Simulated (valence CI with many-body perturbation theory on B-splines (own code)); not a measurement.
## Energy levels of Re LXX

Computed by valence CI with perturbative core correlation (CI+MBPT): four valence electrons over a frozen Dirac-Fock core [He], radial functions for each j: 11 s, 11 p, 10 d, 8 f, 5 g, 2 h, with the one-electron correlation potential Σ1 (screened to all orders), the two-electron term Σ2, the three-electron term Σ3, Breit, model QED; selected single and double excitations, second order for the rest, scaled by the run's own slope (own B-spline code, finite nucleus).

The last digits are not significant, and no measured levels were compared; by estimate large intervals hold to a few tenths of a per cent, small ones and those within an open d or f shell to about a per cent. Among the levels kept, up to 1300 cm⁻¹ of a level comes from second order outside the variational space, and about a tenth of that is noise between levels of different J, which matters for small intervals.

Levels 91 to 135 of 217, with energies above the lowest level, (2s^2 2p1/2^2) J=0. "Leading %" is the weight of the configuration and term that name the level; weights of strongly mixed levels are sums over their largest components and can fall short. In the jj column 3d3/2^4 stands for four electrons in 3d with j = 3/2.

| No. | Configuration | Term | J | E (× 10³ cm⁻¹) | Leading % | Second component | Leading jj | g |
| --- | --- | --- | --- | --- | --- | --- | --- | --- |
| 91 | 2s2p²3d | ³G | 4 | 106190 | 34 | 19 % 2s2p²3d ⁵F | 2s 2p1/2 2p3/2 3d3/2 (97 %) | 1.129 |
| 92 | 2s2p²3d | ³D | 3 | 106260 | 32 | 28 % 2s2p²3d ³F | 2s 2p1/2 2p3/2 3d3/2 (98 %) | 1.236 |
| 93 | 2s2p²3p | ³P° | 0 | 106290 | 79 | 20 % 2s2p²3p ¹S° | 2s 2p1/2 2p3/2 3p3/2 (100 %) |  |
| 94 | 2s2p²3p | ¹D° | 2 | 106320 | 42 | 22 % 2s2p²3p ³D° | 2s 2p1/2 2p3/2 3p3/2 (99 %) | 1.088 |
| 95 | 2s2p²3p | ³P° | 1 | 106320 | 32 | 32 % 2s2p²3p ³S° | 2s 2p1/2 2p3/2 3p3/2 (99 %) | 1.368 |
| 96 | 2s2p²3d | ³D | 2 | 106330 | 34 | 18 % 2s2p²3d ⁵P | 2s 2p1/2 2p3/2 3d3/2 (99 %) | 1.307 |
| 97 | 2s2p²3p | ³P° | 1 | 106380 | 50 | 27 % 2s2p²3p ¹P° | 2s 2p1/2 2p3/2 3p3/2 (99 %) | 1.184 |
| 98 | 2s2p²3d | ³P | 1 | 106410 | 33 | 30 % 2s2p²3d ⁵P | 2s 2p1/2 2p3/2 3d3/2 (98 %) | 1.751 |
| 99 | 2s2p²3d | ⁵D | 4 | 106720 | 45 | 36 % 2s2p²3d ⁵F | 2s 2p1/2 2p3/2 3d5/2 (100 %) | 1.366 |
| 100 | 2s2p²3d | ³F | 2 | 106730 | 70 | 12 % 2s2p²3d ⁵D | 2s 2p1/2 2p3/2 3d3/2 (88 %) | 0.857 |
| 101 | 2s2p²3d | ³G | 3 | 106780 | 49 | 26 % 2s2p²3d ¹F | 2s 2p1/2 2p3/2 3d3/2 (99 %) | 0.884 |
| 102 | 2s2p²3d | ³D | 1 | 106800 | 30 | 26 % 2s2p²3d ¹P | 2s 2p1/2 2p3/2 3d3/2 (90 %) | 0.723 |
| 103 | 2s2p²3d | ³P | 2 | 106930 | 33 | 24 % 2s2p²3d ³F | 2s 2p1/2 2p3/2 3d5/2 (71 %) | 1.200 |
| 104 | 2s2p²3d | ³D | 1 | 106960 | 58 | 13 % 2s2p²3d ³P | 2s 2p1/2 2p3/2 3d3/2 (89 %) | 0.890 |
| 105 | 2s2p²3d | ³F | 3 | 106980 | 42 | 30 % 2s2p²3d ⁵P | 2s 2p1/2 2p3/2 3d5/2 (97 %) | 1.291 |
| 106 | 2s2p²3d | ³F | 2 | 107000 | 28 | 19 % 2s2p²3d ¹D | 2s 2p1/2 2p3/2 3d3/2 (76 %) | 1.086 |
| 107 | 2s2p²3d | ³G | 5 | 107050 | 63 | 37 % 2s2p²3d ⁵F | 2s 2p1/2 2p3/2 3d5/2 (100 %) | 1.245 |
| 108 | 2s2p²3d | ³P | 0 | 107060 | 83 | 17 % 2s2p²3d ¹S | 2s 2p1/2 2p3/2 3d3/2 (98 %) |  |
| 109 | 2s2p²3d | ³D | 1 | 107160 | 56 | 27 % 2s2p²3d ³P | 2s 2p1/2 2p3/2 3d5/2 (84 %) | 0.945 |
| 110 | 2s2p²3d | ³D | 3 | 107260 | 59 | 18 % 2s2p²3d ¹F | 2s 2p1/2 2p3/2 3d5/2 (99 %) | 1.250 |
| 111 | 2s2p²3d | ³F | 4 | 107290 | 58 | 22 % 2s2p²3d ¹G | 2s 2p1/2 2p3/2 3d5/2 (98 %) | 1.199 |
| 112 | 2s2p²3d | ¹D | 2 | 107340 | 42 | 19 % 2s2p²3d ³D | 2s 2p1/2 2p3/2 3d5/2 (94 %) | 1.127 |
| 113 | 2s2p²3d | ¹P | 1 | 107450 | 48 | 24 % 2s2p²3d ³D | 2s 2p1/2 2p3/2 3d5/2 (94 %) | 1.013 |
| 114 | 2s2p²3d | ³P | 0 | 107500 | 50 | 46 % 2s2p²3d ¹S | 2s 2p1/2 2p3/2 3d5/2 (97 %) |  |
| 115 | 2s2p²3d | ³D | 3 | 107730 | 41 | 26 % 2s2p²3d ³F | 2s 2p1/2 2p3/2 3d5/2 (98 %) | 1.231 |
| 116 | 2s2p²3d | ³F | 4 | 107780 | 46 | 30 % 2s2p²3d ³G | 2s 2p1/2 2p3/2 3d5/2 (100 %) | 1.110 |
| 117 | 2s2p²3d | ³P | 2 | 107890 | 49 | 18 % 2s2p²3d ³D | 2s 2p1/2 2p3/2 3d5/2 (98 %) | 1.212 |
| 118 | 2s2p²3d | ¹F | 3 | 107900 | 43 | 32 % 2s2p²3d ³F | 2s 2p1/2 2p3/2 3d5/2 (99 %) | 1.064 |
| 119 | 2s2p²3d | ³P | 1 | 107910 | 44 | 25 % 2s2p²3d ³S | 2s 2p1/2 2p3/2 3d5/2 (100 %) | 1.419 |
| 120 | 2s2p²3d | ³D | 2 | 107930 | 42 | 27 % 2s2p²3d ¹D | 2s 2p1/2 2p3/2 3d5/2 (100 %) | 1.120 |
| 121 | 2p³3p | ³D | 3 | 108530 | 49 | 23 % 2p³3p ⁵P | 2p1/2^2 2p3/2 3p3/2 (96 %) | 1.312 |
| 122 | 2p³3p | ³P | 1 | 108530 | 34 | 26 % 2p³3p ¹P | 2p1/2^2 2p3/2 3p3/2 (97 %) | 1.324 |
| 123 | 2p³3p | ³P | 2 | 108770 | 44 | 16 % 2p³3p ¹D | 2p1/2^2 2p3/2 3p3/2 (97 %) | 1.306 |
| 124 | 2p³3p | ³P | 0 | 108990 | 68 | 30 % 2p³3p ¹S | 2p1/2^2 2p3/2 3p3/2 (98 %) |  |
| 125 | 2p³3d | ³D° | 2 | 109150 | 33 | 19 % 2p³3d ³F° | 2p1/2^2 2p3/2 3d3/2 (98 %) | 1.028 |
| 126 | 2p³3d | ³F° | 3 | 109210 | 27 | 21 % 2p³3d ³G° | 2p1/2^2 2p3/2 3d3/2 (98 %) | 1.063 |
| 127 | 2p³3d | ³D° | 1 | 109250 | 35 | 27 % 2p³3d ³P° | 2p1/2^2 2p3/2 3d3/2 (99 %) | 1.068 |
| 128 | 2p³3d | ³P° | 0 | 109280 | 64 | 24 % 2p³3d ⁵D° | 2p1/2^2 2p3/2 3d3/2 (99 %) |  |
| 129 | 2p³3d | ³F° | 4 | 110090 | 51 | 24 % 2p³3d ⁵D° | 2p1/2^2 2p3/2 3d5/2 (99 %) | 1.233 |
| 130 | 2p³3d | ³D° | 2 | 110190 | 33 | 22 % 2p³3d ³P° | 2p1/2^2 2p3/2 3d5/2 (98 %) | 1.216 |
| 131 | 2p³3d | ³D° | 3 | 110330 | 48 | 16 % 2p³3d ¹F° | 2p1/2^2 2p3/2 3d5/2 (98 %) | 1.204 |
| 132 | 2p³3d | ³D° | 1 | 110440 | 32 | 28 % 2p³3d ¹P° | 2p1/2^2 2p3/2 3d5/2 (99 %) | 1.075 |
| 133 | 2s2p²3s | ⁵P | 3 | 113420 | 63 | 37 % 2s2p²3s ³D | 2s 2p3/2^2 3s (100 %) | 1.508 |
| 134 | 2s2p²3s | ³P | 2 | 113660 | 55 | 19 % 2s2p²3s ³D | 2s 2p3/2^2 3s (100 %) | 1.337 |
| 135 | 2s2p²3s | ³S | 1 | 114360 | 68 | 16 % 2s2p²3s ⁵P | 2s 2p3/2^2 3s (100 %) | 1.946 |
